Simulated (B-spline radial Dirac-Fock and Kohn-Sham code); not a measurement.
Rh⁷⁺ 3s: cross section and angular parameters

System: the Rh⁷⁺ ion in the configuration [Kr] 4d2; threshold 738.7 eV (orbital energy of the model). The computed values come from a radial atomic solver: Dirac-Hartree-Slater photoionisation with a Latter tail; cross sections with all multipoles, angular parameters from the dipole term and its interference with E2.

Input file task.json (cfg lists n, l and occupation; rrms is the nuclear radius in fm):

```json
{"items": [{
  "Z": 45,
  "q": 7,
  "cfg": [[1, 0, 2], [2, 0, 2], [2, 1, 6], [3, 0, 2], [3, 1, 6], [3, 2, 10], [4, 0, 2], [4, 1, 6], [4, 2, 2]],
  "A": 103,
  "rrms": 4.4945,
  "do": "xps",
  "hv": [61.7, 80, 86.2, 88.1, 88.3, 93.6, 113.0, 123.0, 186.0, 202.0, 269.0, 318.0, 358.0, 515.0, 588.0, 600, 800, 1000, 1200.0, 1320.0, 1486.9, 2000, 4790.0, 8047.8, 8580.0, 9251.7, 12200.0, 12700.0, 13200.0]
}]}
```

Launch: `python xray2_run.py task.json out`

For linearly polarised light dσ/dΩ = σ/(4π) [1 + β P₂(cos θ) + (δ + γ cos²θ) sin θ cos φ], with θ from the polarisation vector and φ the angle between the beam and the projection of the electron momentum on the plane normal to the polarisation.

```csv
hν (eV),σ (kb),β,γ
800,90.3,1.990,0.617
1000,66.9,1.991,0.420
1200,51.4,1.992,0.285
1320,44.4,1.993,0.220
1486.9,36.9,1.993,0.146
2000,22.6,1.994,-0.003
4790,4.48,1.995,0.004
8047.8,1.54,1.995,0.401
8580,?,?,?
9251.7,1.14,1.995,0.561
12200,0.621,1.995,0.936
12700,0.567,1.994,0.997
13200,0.519,1.994,1.057
```

Problem. Give the values at 8580 eV.

Solution. σ = 1.35 kb, β = 1.995, γ = 0.472. For an s subshell δ is negligible.
